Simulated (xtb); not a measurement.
BeF₂, charge -1, doublet, at a GFN2-xTB geometry (such geometries of metal compounds can be far from the true shape) (a state made from the parent by changing its charge; the spin is typed, not shown lowest). Base run: GFN0-xTB (xtb).

xtb was given this input:
```
$ xtb mol.xyz --gfn 0 --chrg -1 --uhf 1 --json

# file mol.xyz
3

Be    -0.26584289     0.31847142    -0.60610142
F      1.28442678    -0.09003241    -0.41288386
F     -1.16627438    -0.05151045     0.68226227
```

Variants of this job, named by their change:

| change | ΔE vs base (kcal/mol) |
|---|---|
| base | 0.000 |
| acc = 30 | 0.000 |
| acc = 0.1 | 0.000 |
| etemp = 1000 | 0.000 |
| etemp = 3000 | -0.009 |
